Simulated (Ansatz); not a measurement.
```yaml
crystal:
  periodic: [false, false, false]
  atoms:
    - {symbol: Zr, position_ang: [-0.564290, -0.394521, 0.056594]}
    - {symbol: O, position_ang: [-0.536615, 1.327623, -0.312155]}
    - {symbol: O, position_ang: [1.100905, -0.933093, 0.255562]}
basis:
  gaussian: {orbitals: STO-3G, point_charges: [{charge: -1.00, position_ang: [5.828, -0.160, 0.992]}]}
hamiltonian: {xc: {name: SVWN5}}
scf: {omitted_lower_state_checks: [starts]}
```

```sh
$ ansatz run in.yaml --threads 4 --pin off --events-out ev --progress --plain --max-ram 3916MiB
```

Output, abridged:

```
Functional definition: SVWN5
472 factors; integrals over basis functions are off by at most 7.9e-5 eV
mean field evaluation 1: about -99260.8013 eV, gradient 2.9e1 eV
mean field evaluation 2: about -99081.3009 eV, gradient 2.4e2 eV
mean field evaluation 4: about -99261.6331 eV, gradient 2.8e1 eV
mean field evaluation 8: about -99263.4887 eV, gradient 1.3e-2 eV
mean field evaluation 16: about -99263.4636 eV, gradient 1.8e-5 eV
mean field -99263.46363678 eV, -3647.8650054594 hartree, gradient 1.8e-5 eV, S^2 0.000000; 0 other end points of the search recorded, 0 dependent functions left out
reference -99263.46365321 eV, -3647.8650060631 hartree; 28, 28 occupied and 9, 9 virtual orbitals, 472 factors
Total energy: -99263.46365321 eV, -3647.8650060631 hartree
Checks for a lower state left out: starts
```

Hardware: 4 threads of INTEL XEON PLATINUM 8581C on a shared host. Wall time 0.2 s.
